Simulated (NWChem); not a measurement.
# SnF, doublet; SMILES [F][Sn]

```xyz
2

Sn     0.0000     0.0000    -0.2779
F      0.0000     0.0000     1.7064
```
Atoms are numbered in this order, from 1.

Level: PBE0/def2-SVP with def2 effective core potentials on Sn, spin-unrestricted (NWChem), optimised geometry, unscaled harmonic frequencies. The state is orbitally degenerate and is run as one real component. The spin multiplicity was typed, not searched, and may not be the lowest. def2 effective core potentials on Sn; no spin-orbit coupling.

```tsv
frequency (cm⁻¹)	IR intensity (km/mol)
574	70.8
```

```
Item                                                                               Value
-----------------------------------------------------------------------  ---------------
zero-point energy                                                           0.8 kcal/mol
thermal correction to the enthalpy at 298.15 K (with zero-point energy)     3.0 kcal/mol
heat capacity Cv                                                         6.1 cal/(mol K)
```

Rigid rotor and harmonic oscillator.
